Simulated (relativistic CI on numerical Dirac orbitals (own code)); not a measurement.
Slater and spin-orbit integrals, Nd30+

Calculated at this level of theory: Dirac-Coulomb-Breit CI, orbitals from a KLI potential per configuration, model QED, unscaled Slater integrals (own radial code, finite nucleus).

Slater integrals F^k, G^k are unscaled and averaged over j, outside the closed core [Ar] 3d10; ζ comes from projecting the Hamiltonian with its Breit term on Σ l·s of the shell.

- 4s 4p: G^1(4s,4p) = 244950, ζ(4p) = 172820 cm⁻¹; <r>(4s) = 0.5361, <r^2>(4s) = 0.3227, <r>(4p) = 0.5478, <r^2>(4p) = 0.3391 (bohr units).
- 4p2: F^2(4p,4p) = 187100, ζ(4p) = 172680 cm⁻¹; <r>(4p) = 0.5482, <r^2>(4p) = 0.3396 (bohr units).
- 4s 4d: G^2(4s,4d) = 180110, ζ(4d) = 21110 cm⁻¹; <r>(4s) = 0.5363, <r^2>(4s) = 0.323, <r>(4d) = 0.5502, <r^2>(4d) = 0.3457 (bohr units).

Averages of the first 10 configurations, taken without configuration mixing, which lowers the lowest level and can move excited configurations by several eV; other configurations of the list can lie among them:

```json
{"Configuration": "4s2", "Parity": "even", "States": "1", "Average energy above the lowest level (eV)": "1.9"}
{"Configuration": "4s 4p", "Parity": "odd", "States": "12", "Average energy above the lowest level (eV)": "83.8"}
{"Configuration": "4p2", "Parity": "even", "States": "15", "Average energy above the lowest level (eV)": "174.0"}
{"Configuration": "4s 4d", "Parity": "even", "States": "20", "Average energy above the lowest level (eV)": "206.7"}
{"Configuration": "4d2", "Parity": "even", "States": "45", "Average energy above the lowest level (eV)": "414.8"}
{"Configuration": "4s 4f", "Parity": "odd", "States": "28", "Average energy above the lowest level (eV)": "325.0"}
{"Configuration": "4p 4d", "Parity": "odd", "States": "60", "Average energy above the lowest level (eV)": "293.2"}
{"Configuration": "4f2", "Parity": "even", "States": "91", "Average energy above the lowest level (eV)": "650.1"}
{"Configuration": "4p 4f", "Parity": "even", "States": "84", "Average energy above the lowest level (eV)": "411.8"}
{"Configuration": "4d 4f", "Parity": "odd", "States": "140", "Average energy above the lowest level (eV)": "531.5"}
```
